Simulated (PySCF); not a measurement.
**Polarisability and C₆ of Ge²⁺ (germanium, charge +2)**

[Ar] 3d10 4s1 4p1, high-spin 3P determinant (an excited configuration). All numbers are calculated (PySCF 2.14, a scalar-relativistic core potential, in aug-cc-pwCVDZ-PP with ECP10MDF (6s5p4d1f, 48 functions)). Coupled (time-dependent) response in atomic units; α is the mean over directions. A double-zeta set is small for polarisabilities.

```tsv
method	mean α (bohr³)	α xx, yy, zz	C₆ (like pair)	S(−4)
UHF	10.56	11.28, 9.119, 11.28	39.45	56.59
PBE	10.16	10.32, 9.826, 10.32	37.46	51.81
PBE0	10.19	10.51, 9.548, 10.51	37.61	52.17
BHandHLYP	10.00	10.35, 9.313, 10.35	36.67	50.18
r2SCAN0	9.955	10.39, 9.091, 10.39	37.02	48.33
```

S(−4) is the Cauchy moment in α(ω) = α(0) + S(−4) ω² + …

Spin-orbit coupling is absent.

α(iu) at PBE:

| u (hartree) | α(iu) (bohr³) |
| --- | --- |
| 0 | 10.16 |
| 0.0500 | 10.03 |
| 0.100 | 9.664 |
| 0.200 | 8.460 |
| 0.300 | 7.045 |
| 0.500 | 4.704 |
| 0.750 | 2.996 |
| 1.00 | 2.087 |
| 1.50 | 1.242 |
| 2.00 | 0.8750 |
| 3.00 | 0.5539 |
| 5.00 | 0.3141 |

A single London oscillator, α(iu) = α/(1 + u²/ω²), gives C₆ = (3/4) ω α². Matching the computed C₆ needs ω = 4 × 37.46 / (3 × 10.16²) = 0.484 hartree.

For an ion, C₆ is the dispersion term alone; charge-induced terms of lower order in 1/R come first.

The components differ because the open shell of this determinant is not spherical; for a pure term their mean is the scalar polarisability.

Energies and moments cover only the electrons outside the core potential.
